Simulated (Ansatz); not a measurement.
Two structures of TiHOF$_{3}$, singlet, reached by relaxing down either side of one saddle point (PBE0-D4/def2-TZVP). Energies are electronic, without zero-point energy. Computed with Ansatz 0.2.0 (basis: def2-TZVPP and def2-QZVPP); correlated methods freeze the cores. Extrapolation: Hartree–Fock as exp(−7.88 √X), correlation as X^−2.97. First:

```json
{"atom": "Ti1", "x (Å)": "-0.2937", "y (Å)": "0.2437", "z (Å)": "0.2038"}
{"atom": "F2", "x (Å)": "-1.5574", "y (Å)": "-0.9618", "z (Å)": "0.2857"}
{"atom": "O3", "x (Å)": "1.1179", "y (Å)": "-0.4326", "z (Å)": "-0.6021"}
{"atom": "H4", "x (Å)": "1.4710", "y (Å)": "-1.2180", "z (Å)": "-1.0201"}
{"atom": "F5", "x (Å)": "-0.8751", "y (Å)": "1.6296", "z (Å)": "-0.6940"}
{"atom": "F6", "x (Å)": "0.1373", "y (Å)": "0.7392", "z (Å)": "1.8266"}
```

Second:

Ti1  (0.044, 0.563, 0.181)
F2  (-0.739, -1.397, -0.196)
O3  (1.420, 0.125, -0.526)
H4  (0.000, -1.778, -0.627)
F5  (-0.911, 1.725, -0.781)
F6  (0.186, 0.762, 1.949)
(Å)

**Question.** Which bonds change from the first to the second?

**Answer.** TiHOF₃ ([OH][Ti]([F])([F])[F]) → TiOF₂ ([O][Ti]([F])[F]) + HF (still joined by a long Ti–F bond); bonds formed: F2–H4; bonds broken: O3–H4; bonds weakened to dative contacts: Ti1–F2.

**Question.** Give the saddle point's structure and its height above each. (Judge from chemistry; the value comes from the calculation.)

**Answer.** The calculation gives: 1.896 eV above the first and 0.118 eV above the second (CCSD(T) at an estimated basis limit (MP2 extrapolated from triple and quadruple zeta, plus CCSD(T) − MP2 in triple zeta)).
```csv
atom,x (Å),y (Å),z (Å)
Ti1,-0.0801,0.4627,0.1953
F2,-0.7272,-1.4613,-0.2233
O3,1.2103,-0.2192,-0.5639
H4,0.2426,-1.3271,-0.5655
F5,-0.8555,1.7410,-0.7475
F6,0.2100,0.8039,1.9049
```

The T1 diagnostic stays at or below 0.026. The T1 diagnostic is large here, which may signal multireference character or strong orbital relaxation, so CCSD(T) is less sure. The start structure is not quite a true minimum (one mode of 71i cm⁻¹).

Labels in which every atom is bracketed show which atoms are joined, not bond orders.

For scale, one of the runs: CCSD(T)/def2-TZVPP, 202 basis functions, launched by `ansatz run in.yaml --threads 4 --pin off --events-out ev --progress --plain --max-ram 9574MiB`. Time: 2.7 min of wall clock on 4 CPU threads of an Intel Xeon; the host was shared. Peak host memory: 3.1 GiB.
